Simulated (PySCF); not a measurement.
## SbTe⁺ at M06-2X

Computed with M06-2X; Sb def2-TZVPPD with ECP28, Te def2-TZVPPD with ECP28; scalar-relativistic core potentials (PySCF 2.14).

- state: ¹Σ⁺ (singlet), closed shell
- bond length: 2.433 Å
- harmonic wavenumber: 318 cm⁻¹
- force constant: 3.73 mdyn/Å
- rotational constant Be: 0.04547 cm⁻¹
- anharmonicity ωexe: 0.399 cm⁻¹
- vibration–rotation constant αe: 8.07e-05 cm⁻¹
- well depth De to Sb⁺ + Te: 282 kJ/mol
- dissociation energy D0: 281 kJ/mol
- HOMO–LUMO gap: 5.83 eV
- bond order (Mayer): 2.36
- dipole moment (positive dipole points towards Te; it is taken about the centre of mass and depends on that origin): -2.26 D

Spin–orbit coupling is left out, which matters for elements this heavy, above all for dissociation energies. For an ion De counts to the pair picked by the measured ionisation energies or electron affinities, which need not be the lowest pair at this level.
